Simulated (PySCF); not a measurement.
Cl₃HSeSi. Atoms are numbered in the order given.

```xyz
6

Cl    -0.9006    -1.2346    -1.6471
Si     0.0093    -0.4257     0.0000
Cl    -0.9006    -1.2346     1.6471
Cl     1.9889    -0.9368     0.0000
Se    -0.0528     1.8245     0.0000
H     -1.5257     1.8303     0.0000
```

Geometry optimised at PBE0-D3(BJ)/def2-SVP. This is a generated structure with no PubChem entry under its InChIKey; it may be hypothetical. One conformer was computed; it need not be the lowest.

The numbers are results of PySCF with PBE0/pcSseg-1, not measurements.

GIAO shieldings, no solvent; atoms listed in one row are averaged. δ = σ(ref) − σ: ³⁵Cl against HCl (σ = 945.9 ppm); ²⁹Si against TMS (σ = 352.7 ppm); ⁷⁷Se against Me2Se (σ = 1740.1 ppm); ¹H against TMS (σ = 31.56 ppm), references at their B3LYP-D3(BJ)/def2-TZVP geometries, non-relativistic (without spin–orbit terms, shifts of atoms bonded to Cl or Br come out too high).

Problem. Estimate the chemical shifts. (Estimate from the structure and the level; the computed values follow.)

Solution. 
| nucleus | atoms | count | δ (ppm) |
|---|---|---|---|
| ³⁵Cl | Cl3, Cl1 | 2 | 224.9 |
| ³⁵Cl | Cl4 | 1 | 175.8 |
| ²⁹Si | Si2 | 1 | 45.6 |
| ⁷⁷Se | Se5 | 1 | -123.8 |
| ¹H | H6 | 1 | 2.15 |
